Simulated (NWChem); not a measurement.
Molecule: GaF, singlet; SMILES [F][Ga]

```xyz
2

Ga     0.0000     0.0000    -0.3948
F      0.0000     0.0000     1.3843
```
Atoms are numbered in this order, from 1.

Low-valent species are run as closed-shell singlets; no triplet was tried in these runs. Geometry: optimised at PBE0/def2-SVP.

Problem. List the 6 lowest vertical singlet excitations and the 6 lowest triplet ones from LRC-wPBEh/def2-SVPD, TDA (NWChem).

Solution. 
```csv
state,energy (eV),oscillator strength,leading excitation (squared amplitude)
S1,5.94,0.362,HOMO → LUMO (0.96)
S2,5.94,0.362,HOMO → LUMO+1 (0.96)
S3,7.66,0.425,HOMO → LUMO+3 (0.82)
S4,7.76,0.000,HOMO−2 → LUMO+1 (0.45)
S5,7.81,0.000,HOMO → LUMO+2 (0.96)
S6,7.83,0.000,HOMO−2 → LUMO+1 (0.47)
T1,3.74,spin-forbidden,HOMO → LUMO (0.97)
T2,3.74,spin-forbidden,HOMO → LUMO+1 (0.97)
T3,6.25,spin-forbidden,HOMO → LUMO+3 (0.95)
T4,7.35,spin-forbidden,HOMO → LUMO+2 (0.78)
T5,7.39,spin-forbidden,HOMO−2 → LUMO (0.36)
T6,7.53,spin-forbidden,HOMO−2 → LUMO+1 (0.47)
```
